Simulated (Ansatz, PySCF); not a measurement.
This Ansatz (a first-principles code) input computes a SVWN5/def2-TZVPD energy:

Ansatz 0.2 input:
```yaml
crystal:
  periodic: [false, false, false]
  atoms:
    - {symbol: C, position_ang: [1.72830850, -2.35905216, 1.58732818]}
    - {symbol: C, position_ang: [1.08629982, -1.36523260, 0.94333449]}
    - {symbol: C, position_ang: [0.49458917, -0.43818947, 0.34466740]}
    - {symbol: C, position_ang: [-0.18043151, 0.51728861, -0.29106834]}
    - {symbol: C, position_ang: [-0.71335768, 1.47198747, -0.88565211]}
    - {symbol: C, position_ang: [-1.94102360, 2.01057711, -1.48720625]}
    - {symbol: H, position_ang: [2.23250426, -3.15320510, 1.04652753]}
    - {symbol: H, position_ang: [1.76619538, -2.40186160, 2.67088230]}
    - {symbol: H, position_ang: [-1.79789622, 2.24484746, -2.54928673]}
    - {symbol: H, position_ang: [-2.80862498, 1.33119335, -1.42202323]}
    - {symbol: H, position_ang: [-2.23848675, 2.95475209, -1.01452004]}
basis:
  gaussian:
    orbitals: def2-TZVPD
hamiltonian:
  xc: {name: SVWN5}
total_charge: -1
output: {forces: true}
```

**Question.** Write an input for the same energy in PySCF and say what it gives.

**Answer.** 
```python
from pyscf import gto, scf, dft

mol = gto.M(
    atom='''
    C     1.72830850   -2.35905216    1.58732818
    C     1.08629982   -1.36523260    0.94333449
    C     0.49458917   -0.43818947    0.34466740
    C    -0.18043151    0.51728861   -0.29106834
    C    -0.71335768    1.47198747   -0.88565211
    C    -1.94102360    2.01057711   -1.48720625
    H     2.23250426   -3.15320510    1.04652753
    H     1.76619538   -2.40186160    2.67088230
    H    -1.79789622    2.24484746   -2.54928673
    H    -2.80862498    1.33119335   -1.42202323
    H    -2.23848675    2.95475209   -1.01452004
    ''',
    basis='def2-tzvpd',
    charge=-1,
    spin=0,
    verbose=4,
)

mf = dft.RKS(mol, xc='svwn').density_fit(auxbasis='def2-universal-jkfit')
mf.grids.level = 3
mf.conv_tol = 1e-9
mf.max_cycle = 100
mf.max_memory = 1500
mf.kernel()
if not mf.converged:
    mf = mf.newton()
    mf.kernel(mf.make_rdm1())
mf.analyze()
```
It gives -229.47555 Eh, and Ansatz -229.47555 Eh, a difference of 0.00 mEh.

It need not be the lowest isomer of its formula. Whether it binds its extra electron was not tested at this geometry.
